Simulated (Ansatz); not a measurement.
Al2Cu6. Charge 0, multiplicity 5. Geometry r2SCAN-D4/def2-SVP.

Cartesian coordinates in Å:
```
Al 0.486 -0.956 0.654
Al 1.216 1.071 -1.189
Cu -1.560 -1.675 -0.341
Cu 0.175 1.449 1.115
Cu 2.334 0.572 0.873
Cu 0.122 -0.982 -1.906
Cu -1.632 -0.114 1.501
Cu -1.141 0.635 -0.707
```

At HF/STO-3G the charge 0 quintet is spin-contaminated (final ⟨S²⟩ up to 12.60, 6.00 for a pure state). The order of the spin states hangs on the level: the singlet lies 1.05 eV below the quintet at PBE0-D4/def2-SVP, but 27.12 eV above it at HF/STO-3G. The structure comes from a short search, and lower isomers may exist.

(1) Estimate the α-spin orbital energies around the gap (eV) in Ansatz with HF/STO-3G, PBE-D4/def2-SVP, r2SCAN-D4/def2-SVP, r2SCANh-D4/def2-SVP, PBE0-D4/def2-SVP.

Results:

(1) 
```
orbital  HF/STO-3G  PBE-D4/def2-SVP  r2SCAN-D4/def2-SVP  r2SCANh-D4/def2-SVP  PBE0-D4/def2-SVP
 HOMO−5      -8.27            -5.71               -5.78                -6.38             -7.10
 HOMO−4      -7.36            -5.50               -5.56                -5.97             -6.47
 HOMO−3      -7.08            -4.51               -4.63                -4.88             -5.13
 HOMO−2      -6.58            -4.29               -4.38                -4.57             -4.76
 HOMO−1      -5.62            -3.71               -3.80                -4.00             -4.21
   HOMO      -5.42            -3.53               -3.63                -3.80             -3.96
   LUMO       0.98            -3.17               -3.07                -2.77             -2.40
 LUMO+1       2.10            -2.68               -2.59                -2.32             -1.96
 LUMO+2       2.76            -2.19               -2.09                -1.83             -1.52
 LUMO+3       3.47            -1.84               -1.76                -1.49             -1.16
 LUMO+4       4.06            -1.26               -1.12                -0.83             -0.51
 LUMO+5       5.89            -0.95               -0.82                -0.53             -0.19
 β HOMO      -5.59            -5.25               -5.25                -5.59             -6.02
 β LUMO       0.47            -3.84               -3.61                -3.30             -2.99
```
